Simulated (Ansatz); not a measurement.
Ansatz (an electronic-structure program) input (LC-wPBE/def2-TZVPD):

Ansatz 0.2 input:
```yaml
crystal:
  periodic: [false, false, false]
  atoms:
    - {symbol: Se, position_ang: [-0.00000000, -0.00000000, -0.68077172]}
    - {symbol: Cl, position_ang: [0.00000000, 0.00000000, 1.36154344]}
basis:
  gaussian:
    orbitals: def2-TZVPD
hamiltonian:
  xc: {name: LC-wPBE}
total_charge: 1
output: {forces: true}
```

End of the output:

```
integrals: 0.04 GiB planned
703 factors; their error is unknown
integrals: 0.07 GiB planned
201 factors; integrals over basis functions are off by at most 2.2e-4 eV
mean field: 0.30 GiB planned
mean field evaluation 1: about -77847.1359 eV, gradient 2.6e1 eV
mean field evaluation 2: about -77846.5815 eV, gradient 3.3e1 eV
mean field evaluation 4: about -77848.7988 eV, gradient 1.0e0 eV
mean field evaluation 8: about -77848.7887 eV, gradient 1.1e-1 eV
mean field evaluation 16: about -77848.7887 eV, gradient 5.4e-6 eV
mean field -77848.78869391 eV, -2860.8902166970 hartree, gradient 5.5e-6 eV, S^2 0.000000; 0 other end points of the search recorded, 0 dependent functions left out
the calculation of the forces begins
reference -77848.78869391 eV, -2860.8902166972 hartree; 25, 25 occupied and 78, 78 virtual orbitals, 703 factors
Total energy: -77848.78869391 eV, -2860.8902166972 hartree
Atom 0 at    -0.000000    -0.000000    -0.680772 Å, force    -0.000000    -0.000000     1.320203 eV/Å
Atom 1 at     0.000000     0.000000     1.361543 Å, force     0.000000     0.000000    -1.320203 eV/Å
Dipole moment:    -0.000000     0.000000    -0.086184 e Å
```

This is an excited singlet: at this geometry the triplet lies 1.04 eV lower at CCSD(T)/CBS(def2-TZVPPD,def2-QZVPPD).
